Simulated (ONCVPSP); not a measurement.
Transferability test, ONCV potential for Al

```
Element                 : Al
Generator               : ONCVPSP 4.0.1
Type                    : optimised norm-conserving Vanderbilt (ONCV)
Functional              : PBEsol
Relativity              : scalar-relativistic
Frozen core             : [Ne]
Valence charge          : 3
Reference configuration : 3s1 (charge +2)
Partial waves           : 3s: rc 1.95 bohr, ncon 4, nbas 8, qcut 3.1 1/bohr, 2 projectors, debl 2.7 Ha; p scattering state at 0.05 Ha: rc 1.65 bohr, ncon 3, nbas 6, qcut 4.6 1/bohr, 2 projectors, debl 3.6 Ha; d scattering state at 0.42 Ha: rc 1.55 bohr, ncon 5, nbas 8, qcut 5.4 1/bohr, 3 projectors, debl 2.4 Ha
Local potential         : polynomial inside 1.25 bohr (lpopt 5, dvloc0 0 Ha)
Core correction         : none
```

Energies are relative to the spin-unpolarised reference configuration 3s1; without spin polarisation the order of configurations can differ from experiment.

Task: Give the all-electron excitation energy and the error of the potential for: 3s2 3p1; 3s2; 3s2 3p0.5; 3s1 3p1.

Result:

| valence configuration | charge | ΔE all-electron (eV) | error AE − PS (meV) |
| --- | --- | --- | --- |
| 3s2 3p1 | 0 | -24.907 | +37 |
| 3s2 | +1 | -19.171 | +15 |
| 3s2 3p0.5 | +0.5 | -22.833 | +29 |
| 3s1 3p1 | +1 | -13.379 | +39 |

Note: ghosts flagged at negative energy: d at -406.2 eV; GHOST(+) flagged for s at 88.5 eV. A true bound ghost makes a file unfit for plane-wave use.
